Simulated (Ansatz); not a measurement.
C2H5ClOSi, SMILES `Cl[SiH]1CCO1`, relaxed with RKS PBE-D4/def2-SVP in Ansatz from a rough embedded geometry. The force threshold is 0.03 eV/Å; the program also tests the step.

Charge 0, multiplicity 1.

Start:

```xyz
10

Cl    0.606    1.721    1.980
Si   -0.616    0.943    0.557
C    -0.313   -0.835    0.264
C     0.713   -0.361   -0.865
O     0.209    1.040   -0.871
H    -2.019    1.463    0.481
H     0.148   -1.449    1.018
H    -1.149   -1.428   -0.231
H     0.654   -0.777   -1.823
H     1.768   -0.316   -0.509
```

Problem. By how much does the energy fall, and how many steps does the optimiser take? (Best estimate.)

Solution. Ansatz gave: 48.68 kJ/mol, in 9 steps, 1 of them rejected.

Problem. Which bonds change most? (Best estimate.)

Solution. Computed: C4–H9 from 1.046 to 1.111 Å; Si2–C3 from 1.827 to 1.888 Å; Cl1–Si2 from 2.031 to 2.079 Å; Si2–O5 from 1.653 to 1.698 Å.

Problem. Give the relaxed structure. (Estimate.)

Solution. The calculation gave: 
```xyz
10

Cl    0.220    1.791    2.259
Si   -0.568    0.957    0.525
C    -0.221   -0.879    0.253
C     0.677   -0.343   -0.898
O     0.446    1.098   -0.830
H    -1.929    1.558    0.358
H     0.316   -1.407    1.063
H    -1.079   -1.495   -0.081
H     0.381   -0.719   -1.901
H     1.757   -0.561   -0.748
```
